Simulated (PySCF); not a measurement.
**Correlation energy of Ti²⁺ (titanium, charge +2)**

[Ar] 3d1 4p1, one real determinant (an excited configuration). Computed with PySCF 2.14 in x2c-TZVPPall with one added diffuse shell each of s, p, d, f type (7s6p5d3f1g, 80 functions), with scalar relativity by spin-free X2C-1e. Frozen: [Ne]; 10 electrons correlated.

```
  level  correlation energy (mhartree)
   CCSD                        -251.07
    (T)                          -5.09
CCSD(T)                        -256.16
```

Diagnostics: T1 = 0.0075, D1 = 0.0296, largest double amplitude 0.033.

The real determinant used has ⟨L²⟩ near 8 against 12 for a pure F term, so it mixes terms.

Cost of the coupled-cluster step: of the order of 50 core-seconds, for 10 correlated electrons.

The reference is one real determinant that mixes LS terms of this configuration.

This basis was not built for core-valence correlation, so the inner-shell part is incomplete.
